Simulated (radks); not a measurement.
W II, 73 electrons, occupied as [Xe] 4f14 5d4 7s1 (not the ground configuration).

Method: scalar-relativistic Kohn-Sham, r2SCAN, spin-polarised, spherical densities, finite nucleus; open shells are filled with parallel spins first (spin-orbit coupling, left out, can overturn this in heavy ions); meta-GGA in the generalised Kohn-Sham scheme; Fermi nuclear charge, rms radius 5.3658 fm; computed with a radial shooting solver on a logarithmic mesh with Libxc functionals.

Energy parts (hartree):
total: -16141.2049
kinetic: 17780.1399
electron-nucleus: -39876.3146
Hartree: 6278.0492
exchange-correlation: -323.0794

Orbitals (lengths in bohr, moments of r in powers of bohr; <r^-3> diverges for s and p1/2; r(90%) holds 90 % of the orbital's charge):
1s up: occ. 1; eigenvalue (hartree) -2556.790; r(90%) 0.0334; <r^4> 5.826e-07
1s down: occ. 1; eigenvalue (hartree) -2556.791; r(90%) 0.0334; <r^4> 5.826e-07
2s up: occ. 1; eigenvalue (hartree) -442.5943; r(90%) 0.120; <r^4> 0.00008759
2s down: occ. 1; eigenvalue (hartree) -442.5839; r(90%) 0.120; <r^4> 0.00008758
2p up: occ. 3; eigenvalue (hartree) -387.0505; r(90%) 0.113; <r^4> 0.00006884; <r^-3> 19760
2p down: occ. 3; eigenvalue (hartree) -387.0427; r(90%) 0.113; <r^4> 0.00006884; <r^-3> 19760
3s up: occ. 1; eigenvalue (hartree) -102.6072; r(90%) 0.294; <r^4> 0.003209
3s down: occ. 1; eigenvalue (hartree) -102.6072; r(90%) 0.294; <r^4> 0.003208
3p up: occ. 3; eigenvalue (hartree) -86.08071; r(90%) 0.301; <r^4> 0.003459; <r^-3> 4419
3p down: occ. 3; eigenvalue (hartree) -86.07989; r(90%) 0.301; <r^4> 0.003458; <r^-3> 4418
3d up: occ. 5; eigenvalue (hartree) -67.03371; r(90%) 0.283; <r^4> 0.002682; <r^-3> 565.5
3d down: occ. 5; eigenvalue (hartree) -67.02855; r(90%) 0.283; <r^4> 0.002682; <r^-3> 565.5
4s up: occ. 1; eigenvalue (hartree) -21.70111; r(90%) 0.645; <r^4> 0.07542
4s down: occ. 1; eigenvalue (hartree) -21.69423; r(90%) 0.645; <r^4> 0.07547
4p up: occ. 3; eigenvalue (hartree) -16.25570; r(90%) 0.694; <r^4> 0.1004; <r^-3> 1021
4p down: occ. 3; eigenvalue (hartree) -16.24991; r(90%) 0.694; <r^4> 0.1004; <r^-3> 1020
4d up: occ. 5; eigenvalue (hartree) -9.31730; r(90%) 0.766; <r^4> 0.1485; <r^-3> 112.2
4d down: occ. 5; eigenvalue (hartree) -9.31012; r(90%) 0.766; <r^4> 0.1480; <r^-3> 112.1
4f up: occ. 7; eigenvalue (hartree) -1.64754; r(90%) 1.01; <r^4> 0.5346; <r^-3> 18.98
4f down: occ. 7; eigenvalue (hartree) -1.63059; r(90%) 0.999; <r^4> 0.4898; <r^-3> 19.15
5s up: occ. 1; eigenvalue (hartree) -3.41394; r(90%) 1.55; <r^4> 2.511
5s down: occ. 1; eigenvalue (hartree) -3.34282; r(90%) 1.53; <r^4> 2.388
5p up: occ. 3; eigenvalue (hartree) -2.08926; r(90%) 1.84; <r^4> 4.933; <r^-3> 142.6
5p down: occ. 3; eigenvalue (hartree) -1.98661; r(90%) 1.80; <r^4> 4.570; <r^-3> 149.7
5d up: occ. 4; eigenvalue (hartree) -0.60823; r(90%) 2.87; <r^4> 29.59; <r^-3> 7.676
5d down: occ. 0; eigenvalue (hartree) -0.45327; r(90%) 2.97; <r^4> 35.79; <r^-3> 8.136
6s up: occ. 0; eigenvalue (hartree) -0.56647; r(90%) 4.06; <r^4> 118.6
6p up: occ. 0; eigenvalue (hartree) -0.33034; r(90%) 5.65; <r^4> 420.2; <r^-3> 14.61
6d up: occ. 0; eigenvalue (hartree) -0.14670; r(90%) 9.21; <r^4> 3070; <r^-3> 0.5029
7s up: occ. 1; eigenvalue (hartree) -0.19344; r(90%) 9.08; <r^4> 2993

The highest occupied level is 7s up at -5.264 eV. The configuration is held as typed, so some empty levels lie below it. Spin moment in Bohr magnetons: 5. The electron density at the nucleus is 1.515e+06 e/bohr^3 (large components only). The density falls to 0.001 e/bohr^3 at r = 3.75 bohr. The spin density at the nucleus is -1.10 e/bohr^3 (1s 0.18, 2s -2.22, 3s 0.79, 4s 3.29, 5s -24.03, 7s 20.90). Summed over all electrons, <r^2> = 88.60 bohr^2, which gives a Langevin (diamagnetic) susceptibility term of -70.2 x 10^-6 cm^3/mol.

Run on one thread of a shared host, so times are rough (Intel(R) Xeon(R) Platinum 8259CL CPU @ 2.50GHz): 0.44 s of CPU time, 0.44 s wall, 14 iterations on 2398 mesh points.
